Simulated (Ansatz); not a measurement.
Basis-set series for C2H5NOSn, SMILES `[CH3][SnH2][N]=C=O`. Total charge 0; spin multiplicity 1. Sn: def2 effective core potential. Geometry: relaxed with PBE0-D4/def2-TZVP. It is one conformer, not always the lowest.

```
functional       basis  functions  energy (Eh)  HOMO (eV)  LUMO (eV)
   PBE0-D4    def2-SVP        107   -423.11453      -7.88      -0.04
   PBE0-D4  def2-QZVPP        460   -423.38230      -8.05      -0.46
   ωB97M-V    def2-SVP        107   -423.20713     -10.07       1.69
   ωB97M-V  def2-QZVPP        460   -423.48416     -10.27       0.76
```

Task: Give the rows for def2-TZVPP. (Best estimate.)

Result: Computed: 
```json
{"functional": "PBE0-D4", "basis": "def2-TZVPP", "functions": "244", "energy (Eh)": "-423.36880", "HOMO (eV)": "-8.02", "LUMO (eV)": "-0.38"}
{"functional": "ωB97M-V", "basis": "def2-TZVPP", "functions": "244", "energy (Eh)": "-423.47132", "HOMO (eV)": "-10.24", "LUMO (eV)": "1.03"}
```

Positive LUMOs are unbound and depend on the basis.
